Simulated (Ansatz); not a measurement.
AsH2 (SMILES [AsH2]) moved off its minimum; all values from Ansatz (a program for electronic structure), cores frozen in correlated methods. Open shells are unrestricted.
(charge 0, multiplicity 2)
```xyz
3

As    -0.02436     0.06767     0.01697
H     -1.12041    -1.03501    -0.07449
H      1.09269    -0.99445    -0.09080
```

| level | largest force (eV/Å) | on atom | rms difference from CCSD(T)/aug-cc-pVTZ (eV/Å) | dipole (D) |
|---|---|---|---|---|
| HF/def2-TZVPP | 1.04 | As1 | 0.236 | 0.27 |
| PBE/def2-TZVPP | 0.28 | H2 | 0.130 | 0.19 |
| r2SCAN/def2-TZVPP | 0.58 | As1 | 0.056 | 0.27 |
| B3LYP/def2-TZVPP | 0.49 | As1 | 0.006 | 0.15 |
| wB97M-V/def2-TZVPP | 0.73 | As1 | 0.120 | 0.17 |
| MP2/aug-cc-pVTZ | 0.77 | As1 | 0.132 | 0.23 |
| CCSD(T)/aug-cc-pVTZ | 0.49 | As1 | 0.000 | 0.23 |

The differences count from one level among others, with limits of its own. Forces at CCSD(T)/aug-cc-pVTZ (eV/Å):

```
atom      Fx      Fy      Fz
----  ------  ------  ------
As1   -0.132  -0.475  -0.042
H2     0.322   0.309   0.025
H3    -0.190   0.166   0.017
```
